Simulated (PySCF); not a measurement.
Two-photon absorption: `C#CC([SiH3])=C=C[SiH3]`, C$_{5}$H$_{8}$Si$_{2}$

Cartesian coordinates in Å; atom numbers follow the order of the lines, from 1:
```xyz
15

C     0.692    0.147    3.353
C     0.175    0.030    2.261
C    -0.507   -0.066    1.014
Si   -2.277    0.594    0.915
C     0.033   -0.594   -0.071
C     0.540   -1.058   -1.181
Si    1.464    0.058   -2.374
H     1.163    0.244    4.313
H    -3.144   -0.145    1.879
H    -2.288    2.044    1.268
H    -2.773    0.398   -0.478
H     0.427   -2.127   -1.407
H     2.901   -0.343   -2.450
H     0.872   -0.067   -3.741
H     1.353    1.466   -1.898
```

Level of theory: TDDFT CAM-B3LYP/aug-cc-pVDZ excited states, vertical, gas phase (PySCF). Geometry: PBE0-D3(BJ)/def2-SVP.

**Question.** Give the one- and two-photon strengths of the lowest singlets.

**Answer.** δ for parallel linear polarisation; σ at the peak of a Lorentzian of half width 0.1 eV, single beam; Ω is circular over linear.
| state | E (eV) | f | photon λ (nm) | δ (au) | σ (GM) | Ω | main |
| --- | --- | --- | --- | --- | --- | --- | --- |
| S1 | 5.16 | 0.002 | 480 | <0.1 | 0.00 | – | HOMO→LUMO+2 0.60, HOMO→LUMO+5 0.13 |
| S2 | 5.36 | 0.000 | 463 | 0.47 | 0.01 | 1.15 | HOMO−1→LUMO 0.71 |
| S3 | 5.46 | 0.384 | 454 | 34.5 | 0.38 | 1.00 | HOMO→LUMO 0.75 |
| S4 | 5.61 | 0.001 | 442 | 0.72 | 0.01 | 1.31 | HOMO−2→LUMO 0.72 |
| S5 | 5.98 | 0.002 | 415 | 8.29 | 0.11 | 0.93 | HOMO→LUMO+13 0.25, HOMO→LUMO+6 0.14 |
| S6 | 6.17 | 0.011 | 402 | 46.1 | 0.64 | 0.67 | HOMO→LUMO+1 0.55, HOMO→LUMO+13 0.17 |

Among these, the strongest one-photon state is S3, the strongest two-photon state S6, with a dipole change of 1.8 D (relaxed, norm of the difference vector).
